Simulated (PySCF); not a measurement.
**Polarisability and C₆ of Ru (ruthenium, neutral)**

[Kr] 4d7 5s1, high-spin 5F determinant. All numbers are calculated (PySCF 2.14, scalar relativity through the core potential, in def2-TZVPPD with the def2 core potential (28 electrons) (6s4p3d2f1g, 56 functions)). Coupled (time-dependent) response in atomic units; α is the mean over directions.

```csv
method,mean α (bohr³),C₆ (like pair),S(−4)
UHF,90.63,809.3,7133
PBE,53.19,419.1,1991
PBE0,58.26,469.5,2481
B97-3,57.78,464.0,2437
wB97M-V,70.06,579.8,4011
```

S(−4) is the Cauchy moment in α(ω) = α(0) + S(−4) ω² + …

Reference α: 72 ± 10 bohr³ (recommended; Schwerdtfeger and Nagle, table of static dipole polarizabilities (2023 update)). Published C₆: 809.0 (Gould and Bucko (2016)).

Spin-orbit coupling is absent.

Hartree-Fock lies above the reference because it lacks correlation, which contracts the outer shell.

α(iu) at UHF:

```
u (hartree)  α(iu) (bohr³)
          0          90.63
     0.0500          76.11
      0.100          53.15
      0.200          27.44
      0.300          17.25
      0.500          9.717
      0.750          6.448
       1.00          4.895
       1.50          3.237
       2.00          2.298
       3.00          1.295
       5.00         0.5507
```

Energies and moments cover only the electrons outside the core potential.
